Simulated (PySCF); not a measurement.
NMR data simulated for an unnamed compound:

$^{1}$H NMR (400 MHz, computed): δ 8.80 (d, 2H), 7.12 (d, 2H), 3.01 (br, 3H), 2.51 (q, 2H), 1.21 (t, 3H).

$^{13}$C{$^{1}$H} NMR (computed): δ 167.8 (C), 158.8 (CH), 132.2 (CH), 32.4 (CH2), 19.8 (CH3).

Computed data (PySCF): PBE0-D3(BJ)/def2-SVP geometry, shieldings: GIAO CAM-B3LYP/pcSseg-1. Rapidly exchanging positions averaged, a single conformation, gas phase, no relativistic terms.

Chemical shifts δ = σref − σ; $^{1}$H, $^{13}$C against TMS, all at this level.

Problem. Which of these does the molecule contain: a nitrile, a Si–H bond, a heteroaromatic ring, a tert-butyl group, a CH3CH2 unit?

Solution. 
- A nitrile: no.
- A Si–H bond: no.
- A heteroaromatic ring: yes.
- A tert-butyl group: no.
- A CH3CH2 unit: yes (δC 19.8, 32.4; δH 1.21 (t), 2.51 (q)).

The data belong to SMILES [N+]1([BH3-])=CC=C(CC)C=C1, C₇H₁₂BN; they needn't prove each group on their own.

Carbon signals by region: 1 in the far downfield region (above 160 ppm), 2 in the sp2 and nitrile region (100–160 ppm), 2 below 50 ppm. Above 160 ppm: 167.8, substituted aromatic carbon.

Hydrogens on boron are broadened and split by $^{11}$B (spin 3/2, 80 %) and 10B (spin 3). Shifts are as computed, not scaled to solution data. Of 1211 compounds with measured shifts, 218 miss one by over three times the rms of a fit or turn the order of signals round; such compounds aren't used in these exercises. Multiplicities follow the n + 1 count of equivalent neighbours, as no J values were calculated; m marks all less simple cases, F and P coupling included.
